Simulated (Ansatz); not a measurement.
One change: `C[O][In]([OH])[SH]` becomes `C[O][In]([OH])[O][SiH3]`.

Ansatz, PBE0-D4/def2-TZVP geometries, multiplicity 1. Each molecule was computed in one conformer, which needn't be the lowest.

Elements past krypton have def2 core potentials.

```tsv
property	`C[O][In]([OH])[SH]`
LUMO energy (PBE0/def2-TZVPP) / eV	-1.77
HOMO–LUMO gap (PBE/def2-TZVPP) / eV	3.43
size of the dipole moment (B3LYP/def2-TZVPP) / D	0.77
HOMO energy (B3LYP/def2-TZVPP) / eV	-7.33
HOMO energy (ωB97M-V/def2-TZVPP) / eV	-9.89
HOMO–LUMO gap (B3LYP/def2-TZVPP) / eV	5.24
```

Give the same properties after the change, and the shifts. (Estimate.)

The calculation gave: 
| property | `C[O][In]([OH])[O][SiH3]` | shift |
| --- | --- | --- |
| LUMO energy (PBE0/def2-TZVPP) / eV | -2.14 | -0.37 |
| HOMO–LUMO gap (PBE/def2-TZVPP) / eV | 3.41 | -0.02 |
| size of the dipole moment (B3LYP/def2-TZVPP) / D | 0.53 | -0.24 |
| HOMO energy (B3LYP/def2-TZVPP) / eV | -7.79 | -0.46 |
| HOMO energy (ωB97M-V/def2-TZVPP) / eV | -10.42 | -0.53 |
| HOMO–LUMO gap (B3LYP/def2-TZVPP) / eV | 5.31 | 0.07 |

With PBE0 the HOMO falls by 0.44 eV and the LUMO falls by 0.37 eV, so the gap widens by about 0.07 eV. PBE moves the HOMO by -0.38 eV and ωB97M-V by -0.53 eV. Dipoles are sizes alone; their direction can turn.

B3LYP here is the variant with VWN-RPA as its local correlation; programs differ in this.
